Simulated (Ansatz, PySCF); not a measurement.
Molecule: AlS, charge 0, multiplicity 2. 
Geometry from a B3LYP-D3(BJ)/def2-TZVP (Ansatz, a program for electronic structure) optimisation:
```xyz
2

Al     0.0000     0.0000    -1.1286
S      0.0000     0.0000     0.9170
```
Charge 0, spin multiplicity 2.

Wanted: vertical ionisation energy (to the triplet state of charge +1; each state is the SCF solution reached for its spin), in eV. Cores are frozen in the correlated levels unless marked. Open shells are spin-unrestricted. Spin-orbit coupling is left out. Non-relativistic. CBS(X,Y): correlation extrapolated as X^-3; Hartree-Fock from the larger set.

```tsv
level	program	vertical ionisation energy (eV)
BHLYP/def2-TZVPD	Ansatz	8.96
CCSD/CBS(aug-cc-pV(T+d)Z,aug-cc-pV(Q+d)Z)	Ansatz	9.16
CCSD(T)/def2-SVPD	Ansatz	9.13
CCSD(T)/aug-cc-pV(T+d)Z	Ansatz	9.24
CCSD(T)/aug-cc-pV(Q+d)Z	Ansatz	9.29
CCSD(T)/def2-QZVPPD	Ansatz	9.28
CCSD(T)/CBS(aug-cc-pV(T+d)Z,aug-cc-pV(Q+d)Z)	Ansatz	9.34
```

For comparison, minus the highest occupied orbital energy (PySCF): 6.14 eV at TPSS/def2-TZVPD, 6.09 eV at PBE/def2-TZVPD, 7.62 eV at MN15/def2-TZVPD.
